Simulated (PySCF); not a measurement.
Working out the ionisation energy of Fe⁺

Fe⁺ [Ar] 3d6 4s1 (6D) → Fe²⁺ [Ar] 3d6 (5D). All numbers are calculated (PySCF 2.14, scalar relativity by spin-free X2C-1e, in jorge-DZP-DKH (8s6p2d1f, 43 functions)). Frozen: [Ar]. Energies in hartree (1 hartree = 27.21139 eV):

```
             part   Fe⁺ (lower)  Fe²⁺ (upper)
              UHF  -1271.061086  -1270.500672
MP2 opposite-spin     -0.034819     -0.031464
    MP2 same-spin     -0.052335     -0.043820
```

Q: What does Hartree-Fock give?

A: (-1270.500672) − (-1271.061086) = 0.560414 hartree = 15.250 eV.

Q: What do MP2 and SCS-MP2 (6/5 opposite-spin, 1/3 same-spin) give?

A: The opposite-spin parts differ by 0.091 eV and the same-spin parts by 0.232 eV. MP2: 15.250 + (0.091) + (0.232) = 15.573 eV. SCS-MP2: 15.250 + 1.2 × (0.091) + (0.232)/3 = 15.437 eV.

Reference: 16.199 eV (measured; NIST Atomic Spectra Database, ionization energies), between the lowest levels; spin-orbit coupling is absent from the calculation.

A double-zeta basis recovers only part of the correlation energy.

What remains against the reference includes basis incompleteness, the frozen core and correlation beyond second order.
